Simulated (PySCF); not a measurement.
## Working out the ionisation energy of Ga

Ga [Ar] 3d10 4s2 4p1 (2P) → Ga⁺ [Ar] 3d10 4s2 (1S). Computed with PySCF 2.14 in pcseg-2, with the non-relativistic Hamiltonian (point nucleus). Frozen: [Ar] 3d10. Energies in hartree (1 hartree = 27.21139 eV):

```json
{"part": "UHF", "Ga (lower)": "-1923.232396", "Ga⁺ (upper)": "-1923.027264"}
{"part": "CCSD correlation", "Ga (lower)": "-0.046765", "Ga⁺ (upper)": "-0.036824"}
{"part": "(T)", "Ga (lower)": "-0.000846", "Ga⁺ (upper)": "0.000000"}
```

Problem. What does Hartree-Fock give?

Solution. (-1923.027264) − (-1923.232396) = 0.205132 hartree = 5.582 eV.

Problem. What do CCSD and CCSD(T) give?

Solution. The CCSD correlation energies differ by 0.009941 hartree = 0.271 eV and the triples by 0.000846 hartree = 0.023 eV, so CCSD gives 5.853 eV and CCSD(T) 5.876 eV.

Measured between the centres of the two terms (NIST): 5.931 eV, so CCSD(T) (valence) is off by -0.055 eV.

The calculation is non-relativistic.

What remains against the reference includes basis incompleteness, the frozen core and higher excitations.
